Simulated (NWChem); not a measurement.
# SeCl2; SMILES Cl[Se]Cl

```xyz
3

Se     0.0000     0.0000     0.6874
Cl    -1.7111     0.0000    -0.6870
Cl     1.7111     0.0000    -0.6870
```
Atoms are numbered in this order, from 1.

Geometry: optimised at B3LYP/6-31G* (spherical d).

Spin-orbit effects, on the heavy nuclei and on their neighbours, are missing.

Question: Give the principal values of the shielding tensors (ppm) of Se1, Cl2 from PBE0/pcSseg-1, GIAO (NWChem), with their diamagnetic and paramagnetic parts as GIAO splits them.

Answer: 
```
atom      σ11      σ22     σ33  isotropic  diamagnetic  paramagnetic
----  -------  -------  ------  ---------  -----------  ------------
Se1   -1169.6  -1142.4   -37.5     -783.2       2995.0       -3778.2
Cl2     181.1    744.4  1322.0      749.2       1145.0        -395.8
```
